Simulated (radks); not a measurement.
Effect of the nuclear size on neutral terbium, [Xe] 4f9 6s2. Calculated with a radial shooting solver on a logarithmic mesh with Libxc functionals: Dirac Kohn-Sham, LDA (Slater exchange, Perdew-Wang correlation), spin-unpolarised, spherical densities, finite nucleus; open shells are shared between the two j in proportion to 2j + 1; Fermi nuclear charge, rms radius 5.06 fm. The rms radius is varied about that value; shifts are against it.

rms radius (fm),total energy shift (eV),density at nucleus (e/bohr^3),1s1/2 shift (meV),2s1/2 shift (meV),5s1/2 shift (meV),5p1/2 shift (meV),6s1/2 shift (meV),4f7/2 shift (meV),6p1/2 (empty) shift (meV)
4.1239,-7.59,7.218e+05,-3120,-406,-3.05,0.368,-0.129,0.596,0.117
4.5591,-4.20,7.029e+05,-1730,-225,-1.69,0.204,-0.072,0.330,0.065
5.06,0,6.839e+05,0.000,0.000,0.000,0.000,0.000,0.000,0.000
5.4142,3.17,6.719e+05,1300,169,1.27,-0.153,0.054,-0.249,-0.049
5.7127,5.96,6.625e+05,2450,319,2.40,-0.288,0.101,-0.468,-0.092

Slopes of the eigenvalues against <r^2> in GHz/fm^2, as finite differences over the two radii next to the reference (eigenvalue slopes, not the field-shift constants of lines): 1s1/2 86000, 2s1/2 11200, 5s1/2 84.1, 5p1/2 -10.1, 6s1/2 3.56, 4f7/2 -16.4, 6p1/2 (empty) -3.22.
